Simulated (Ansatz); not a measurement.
System: RuF2, net charge 0, triplet state. The spin state was set by rule; other spins were not relaxed. 
Structure (B3LYP-D3(BJ)/def2-TZVP (Ansatz, a first-principles code) minimum search):
SMILES: [F][Ru][F]
```xyz
3

Ru     0.0000     0.0000     0.0000
F      0.0000     0.0000     1.8653
F      0.0000     0.0000    -1.8653
```
Charge 0, spin multiplicity 3.

Quantity: atomisation energy (electronic, to ground-state atoms), in eV. Cores are frozen in the correlated levels unless marked. Open shells are spin-unrestricted. Spin-orbit coupling is left out. The frozen core is the preceding noble-gas configuration, with the filled d and f shells of earlier blocks. Past Kr the def2 sets carry scalar-relativistic core potentials. The coupled-cluster limit lacks core correlation, which all-electron functionals hold. Basis-set limits of correlation are two-point, X^-3; Hartree-Fock from the larger set. [CCSD(T)-MP2]/basis is that difference in the basis named. The program attaches cautions to a run behind HF/def2-TZVPP: other amplitudes. The program attaches cautions to a run behind MP2/def2-TZVPPD: other amplitudes. The program attaches cautions to a run behind CCSD(T)/def2-SVP: other amplitudes. The program attaches cautions to a run behind CCSD(T)/def2-TZVPPD: other amplitudes. The program attaches cautions to a run behind RI-MP2/CBS(def2-TZVPPD,def2-QZVPPD)+[CCSD(T)-MP2]/def2-TZVPPD: other amplitudes.

| level | program | atomisation energy (eV) |
|---|---|---|
| HF/def2-TZVPP | Ansatz | 5.05 |
| revPBE/def2-TZVPD | Ansatz | 9.05 |
| B3LYP-D3(BJ)/def2-TZVPD | Ansatz + dftd3 | 8.89 |
| B3LYP/def2-TZVPD | Ansatz | 8.83 |
| PBE0/def2-TZVPD | Ansatz | 8.64 |
| wB97M-V/def2-TZVPD | Ansatz | 8.93 |
| MP2/def2-TZVPPD | Ansatz | 8.93 |
| CCSD(T)/def2-SVP | Ansatz | 8.33 |
| CCSD(T)/def2-TZVPPD | Ansatz | 8.80 |
| RI-MP2/CBS(def2-TZVPPD,def2-QZVPPD)+[CCSD(T)-MP2]/def2-TZVPPD | Ansatz | 9.04 |

The UHF reference is spin-contaminated (<S^2> 0.90 over the pure value in the largest basis).
